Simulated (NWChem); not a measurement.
C$_{3}$H$_{2}$ClF; SMILES C=C=C(F)Cl

Problem. Give the equilibrium geometry at B3LYP/6-31G* (spherical d) (NWChem) as an XYZ file, with the point group.

Solution. point group Cs; any orientation.
```
7

C      0.5872     2.4048     0.0000
C      0.1123     1.1876     0.0000
C     -0.3498    -0.0301     0.0000
F     -1.6555    -0.3333     0.0000
Cl     0.6526    -1.4562     0.0000
H      0.7941     2.9393    -0.9267
H      0.7941     2.9393     0.9267
```
